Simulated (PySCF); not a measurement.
Te(Br)(GeH3), H3BrGeTe, SMILES [GeH3][Te]Br, PBE0/def2-SVP optimised geometry. Atoms within 1.6 Å of the plane z = 0.0 Å (x, y, z in Å): Ge3 (-0.49, -0.32, 0.00), H4 (-1.04, -1.12, -1.19), H5 (-1.04, 1.12, 0.00), H6 (1.04, -0.32, 0.00).

Method: PBE0/def2-TZVP, def2 effective core potentials past Kr in PySCF. The core electrons that the potentials of Te replace are not part of the density. Cells within 0.4 Å of a nucleus heavier than hydrogen are left out (blank, or x).

Map of the HOMO amplitude (bohr^(-3/2)) on the plane z = 0.0 Å; orbital energy -6.47 eV, overall sign arbitrary:

```
|444455555555555444444444444|
|444555555555555544444444444|
|445555555555555554444444444|
|445555555555555554444444444|
|455555555555555554444444444|
|455555555555555554444444444|
|445555556665555554444444444|
|445555566766555544444444444|
|444555567877655544444444444|
|444555567987655444444444444|
|444455567877654444444444444|
|444445556766554433344444444|
|444444455655544333334444444|
|44444444554xx43221233444444|
|4444444445xxx53210133444444|
|4444333445xxx43211233444444|
|444333334444444332334444444|
|444333344455554433344444444|
|444433444555555444444444444|
|444444445556655554444444444|
|444444445556655555544444444|
|444444455566655555554444444|
|444444555566655555555444444|
|444444555555555555555544444|
|444445555555555555555554444|
|444445555555555555555554444|
|444455555555555555555554444|
```
Scale: ten equal steps from -0.069 (start of '0') to 0.070 (end of '9'), in the order '0123456789'; x runs from -3.50 to 3.50, y from -3.50 (bottom) to 3.50 (top).
